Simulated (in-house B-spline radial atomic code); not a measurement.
## RPA and G0W0 on TPSS: Ar³⁺

Configuration [Ne] 3s2 3p3, highest spin, mean-field start TPSS. Computed with a B-spline radial code for spherical atoms: all electrons, scalar-relativistic (spin-free one-electron X2C), finite nucleus, each spin shell either full or empty, empty states to l = 9 with an (l + 1/2)⁻⁴ tail; G0W0 by contour deformation at full frequency.

Command:
```bash
python run_gw.py task.json out
```
Settings (radii: box in bohr, nucleus in fm):
```
Z                        18
electrons                15
configuration            [Ne] 3s2 3p3
hamiltonian              x2c
method                   tpss,tpss
lmax                     9
rms_radius               3.4274
spin_polarised           True
box_radius               14.14
intervals                69
```

Cost of the run: 2.4 s on 1 thread of Arm Neoverse N1, on a shared host.

Energies (hartree):

```
                                     term       value
                         mean-field total  -526.30611
Hartree-Fock functional on these orbitals  -525.67642
                      direct second order     -1.0535
                    second-order exchange     0.38479
                         SOSEX correction     0.34624
```

**Question.** What is the RPA correlation energy, and what remains with SOSEX?

**Answer.** RPA gives -0.91671 hartree (-1.66 eV per electron); RPA + SOSEX gives -0.57047, and the second-order doubles -0.66873 hartree (no singles). SOSEX takes back 38 % of the RPA value.

Quasi-particle levels (eV):

```json
{"level": "3p up", "occupied": "yes", "mean field": "-51.88", "Σx - vxc": "-7.23", "Σc": "?", "QP weight": "?", "G0W0": "?"}
{"level": "3s down", "occupied": "yes", "mean field": "-62.59", "Σx - vxc": "-5.03", "Σc": "-2.44", "QP weight": "0.937", "G0W0": "-70.06"}
{"level": "3p down", "occupied": "no", "mean field": "-46.87", "Σx - vxc": "8.89", "Σc": "-3.23", "QP weight": "0.933", "G0W0": "-41.20"}
```

G0W0 = mean field + (Σx - vxc) + Σc, with Σc (partial-wave tail included) taken at the quasi-particle energy. Only the outer levels were computed. Levels of low weight are left out.

**Question.** Where does G0W0 put 3p up?

**Answer.** At -59.15 eV, with Σc = -0.04 eV and a quasi-particle weight of 0.931. The tabulated removal energy is 59.58 ± 0.18 eV (NIST, semi-empirical); the calculation leaves out spin-orbit coupling, Breit and QED terms, and what these don't explain is the method's own error.
